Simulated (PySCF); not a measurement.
# Arsenic: a sound run and one with changed settings

Sound run: As⁺ [Ar] 3d10 4s2 4p2, As²⁺ [Ar] 3d10 4s2 4p1. All numbers are calculated (PySCF 2.14, scalar relativity by spin-free X2C-1e, in x2c-TZVPall (6s5p4d1f, 48 functions)). In the sound run the correlated levels freeze [Ar] 3d10. The sound run starts from symmetry-adapted Hartree-Fock orbitals and uses a fine grid where one is needed.

Changed run: basis STO-3G, all-electron and non-relativistic. This setting is unsound on purpose.

```csv
species,method,sound run (hartree),changed run (hartree),converged
As⁺,UHF,-2258.66337,-2209.00633,yes
As⁺,r2SCAN,-2260.31376,-2210.27823,yes
As⁺,B3LYP,-2260.38296,-2210.19878,yes
As⁺,MP2,-2258.71611,-2209.01391,yes
As⁺,CCSD(T),-2258.73266,-2209.01980,yes
As²⁺,UHF,-2258.00411,-2208.37732,yes
As²⁺,r2SCAN,-2259.62711,-2209.61925,yes
As²⁺,B3LYP,-2259.70312,-2209.54713,yes
As²⁺,MP2,-2258.04312,-2208.39291,yes
As²⁺,CCSD(T),-2258.05752,-2208.40405,yes
```

Ionisation energy of As⁺:

| method | sound run (eV) | changed run (eV) |
| --- | --- | --- |
| UHF | 17.939 | 17.116 |
| r2SCAN | 18.685 | 17.932 |
| B3LYP | 18.499 | 17.732 |
| MP2 | 18.313 | 16.898 |
| SCS-MP2 | 18.240 | 16.855 |
| CCSD | 18.348 | 16.755 |
| CCSD(T) | 18.372 | 16.755 |

A minimal basis cannot let orbitals breathe on ionisation and holds almost no correlation. The Hamiltonian changed with the basis, so the totals do not compare.

For comparison, NIST gives 18.589 eV between the lowest levels.
